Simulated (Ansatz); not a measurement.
Ansatz (a first-principles code) input (MP2/6-31G*):

Ansatz 0.2 input:
```yaml
crystal:
  periodic: [false, false, false]
  atoms:
    - {symbol: C, position_ang: [1.60291000, -0.92331100, -0.64587100]}
    - {symbol: Ge, position_ang: [-0.00310100, -0.00348300, -0.01784400]}
    - {symbol: C, position_ang: [-1.60305600, -1.12550600, -0.04920300]}
    - {symbol: C, position_ang: [-0.26707500, 1.74869700, -0.84243900]}
    - {symbol: F, position_ang: [0.29470400, 0.33098700, 1.69564200]}
    - {symbol: H, position_ang: [1.50914300, -1.17178500, -1.70411400]}
    - {symbol: H, position_ang: [1.75135300, -1.84393700, -0.08217400]}
    - {symbol: H, position_ang: [2.47594000, -0.28507500, -0.51239600]}
    - {symbol: H, position_ang: [-2.44084500, -0.59516900, 0.40267600]}
    - {symbol: H, position_ang: [-1.42663300, -2.04436800, 0.50928700]}
    - {symbol: H, position_ang: [-1.86534200, -1.38460800, -1.07608200]}
    - {symbol: H, position_ang: [-1.11652300, 2.25395100, -0.38363700]}
    - {symbol: H, position_ang: [-0.45913700, 1.64067500, -1.91101300]}
    - {symbol: H, position_ang: [0.62227400, 2.36361400, -0.70724800]}
basis:
  gaussian:
    orbitals: 6-31G*
magnetization: {spin_polarized: false}
correlation: {method: mp2, electrons: outside_noble_gas}
```

Output:

```
Functional definition: HF
integrals: 0.10 GiB planned
1149 factors; integrals over basis functions are off by at most 6.5e-4 eV
mean field: 0.60 GiB planned
mean field evaluation 1: about -62403.7278 eV, gradient 3.8e1 eV
mean field evaluation 2: about -62403.7584 eV, gradient 3.8e1 eV
mean field evaluation 4: about -62407.1006 eV, gradient 4.0e0 eV
mean field evaluation 8: about -62407.1457 eV, gradient 1.2e-4 eV
mean field -62407.14569455 eV, -2293.4203031921 hartree, gradient 4.1e-6 eV, S^2 0.000000; 0 other end points of the search recorded, 0 dependent functions left out
18 core orbitals not correlated
reference -62407.14569455 eV, -2293.4203031921 hartree; 16, 16 occupied and 79, 79 virtual orbitals, 1149 factors
second order -17.79217796 eV of doubles, -0.00000000 eV of singles
Total energy: -62424.93787251 eV, -2294.0741536720 hartree
```

The geometry given is a B3LYP-D3(BJ)/def2-TZVP minimum.
